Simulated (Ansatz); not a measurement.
`[SiH3]C1=CO[SiH2]1`, charge 0, multiplicity 1.

Problem. Give a relaxed structure at PBE0-D4/def2-TZVP (the Gaussian-basis code of Ansatz). (An estimate is asked.)

Solution. The calculation gave: 
Z-matrix (Å, degrees):
```
Si
O 1 1.717
C 1 2.125 2 40.1
C 1 1.839 2 79.1 3 0.0
H 1 1.482 2 111.8 3 -118.0
H 1 1.482 2 111.8 3 118.0
H 3 1.089 1 169.9 2 -0.0
Si 4 1.831 1 148.5 2 180.0
H 8 1.488 4 111.1 1 59.8
H 8 1.489 4 109.4 1 -180.0
H 8 1.488 4 111.1 1 -59.8
```
Point group Cs.
This is one stationary point; other conformers may exist.
